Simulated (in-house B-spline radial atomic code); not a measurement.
A fraction x of an electron is removed from 4d in Mo III (Mo2+), starting from [Kr] 4d4 and keeping the highest spin. All numbers are computed (scalar-relativistic (X2C) PBE0, spin-polarised, spherical fractional occupations; Fermi nucleus of rms radius 4.4091 fm) with a B-spline radial code for spherical atoms, not measured.

Caution: exact exchange at fractional occupations of open shells leaves self-interaction of up to several eV.

```
   x  E(x) - E(0) (eV)  4d up level (eV)
   0            0.0000           -22.926
0.12            2.8295           -24.235
0.21            5.0553           -25.229
0.31            7.6339           -26.345
0.42           10.6000           -27.586
 0.5           12.8433           -28.498
0.56           14.5738           -29.186
0.67           17.8542           -30.459
0.77           20.9584           -31.627
0.99           28.2024           -34.236
   1           28.5454           -34.356
```

The exact functional would give a straight line between the two integer points. Deviations E(x) - E(0) - x[E(1) - E(0)], in eV: -0.596 at x = 0.12, -0.939 at x = 0.21, -1.215 at x = 0.31, -1.389 at x = 0.42, -1.429 at x = 0.5, -1.412 at x = 0.56, -1.271 at x = 0.67, -1.022 at x = 0.77, -0.058 at x = 0.99.

The curve lies below the straight line by up to 1.429 eV (at x = 0.5): convex, the delocalisation error, to which spherically averaged exact exchange adds.

Q: How well does Slater's transition state (minus the level at half occupation) give the ionisation energy?

A: It gives 28.498 eV against 28.545 eV from the two total energies; NIST lists 27.13 eV, ground level to ground level. The end point has an open shell averaged over its orbitals, so its exact exchange keeps a self-interaction and this is no true integer point.
